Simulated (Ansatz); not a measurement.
Cartesian coordinates in Å:
```
B 1.416 1.142 -0.778
N 0.837 0.099 -0.074
C 1.003 -1.296 -0.430
C 0.001 0.312 1.088
C -1.473 0.181 0.842
C -2.056 0.122 -0.345
H 2.080 0.893 -1.743
H 1.239 2.263 -0.398
H 1.601 -1.370 -1.337
H 1.513 -1.840 0.373
H 0.037 -1.778 -0.602
H 0.292 -0.394 1.878
H 0.203 1.312 1.483
H -2.084 0.153 1.742
H -3.133 0.048 -0.438
H -1.478 0.154 -1.262
```

Charge 0, multiplicity 1.

Question: List the PBE/def2-TZVPP orbital energies in eV (Ansatz 0.2.0). (Best estimate.)

Answer: Ansatz gave: Occupied: -381.05, -269.96, -269.58, -269.18, -268.77, -176.14, -23.14, -19.45, -17.59, -16.17, -13.86, -12.82, -12.09, -11.52, -10.51, -10.30, -9.76, -9.36, -9.05, -8.53, -7.38, -6.52, -6.28. Lowest empty: -0.90, -0.81, 0.49, 1.17, 1.65, 1.76, 1.93, 2.07.
